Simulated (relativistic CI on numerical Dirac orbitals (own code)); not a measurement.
# Eu34+: q coefficients and field-shift factors

Method of calculation: Dirac-Coulomb-Breit CI, orbitals from a KLI potential per configuration, derivatives by finite differences, unscaled Slater integrals, QED left out (own radial code, finite nucleus).

Configuration list (outside the closed core [Ar] 3d10): 4s, 4p, 4d, 4f, 5s, 5p, 5d, 5f. Levels of other configurations are missing.

With x = (α/α₀)² − 1 an excitation energy changes as ω = ω₀ + qx; K = 2q/ω₀ is the relative enhancement. Terms are leading LS components, so labels can repeat. The field-shift factor is F = δν/δ⟨r²⟩ for the transition from the lowest level.

Lowest level 4s ²S1/2.

```
    Level  ω₀ (cm⁻¹)  q (cm⁻¹)  F (GHz/fm²)
4p ²P°1/2     587345     66170         -636
4p ²P°3/2     932038    459500         -661
 4d ²D3/2    1858661    485900         -657
 4d ²D5/2    1930300    558700         -656
4f ²F°5/2    2923063    551500         -644
4f ²F°7/2    2937374    565300         -644
 5s ²S1/2    4777028    294300         -346
5p ²P°1/2    5057784    322100         -635
5p ²P°3/2    5216845    502600         -647
 5d ²D3/2    5652260    514200         -644
 5d ²D5/2    5686437    549000         -644
5f ²F°5/2    6122801    546200         -639
5f ²F°7/2    6131598    554700         -639
```

At this charge energies of transitions that change n are usually good to better than 1 %, and those within a shell (Δn = 0) to a few per cent.

Q: Which transition from the lowest level has the largest |K|?

A: 4p ²P°3/2 at 932038 cm⁻¹, K = 0.986.
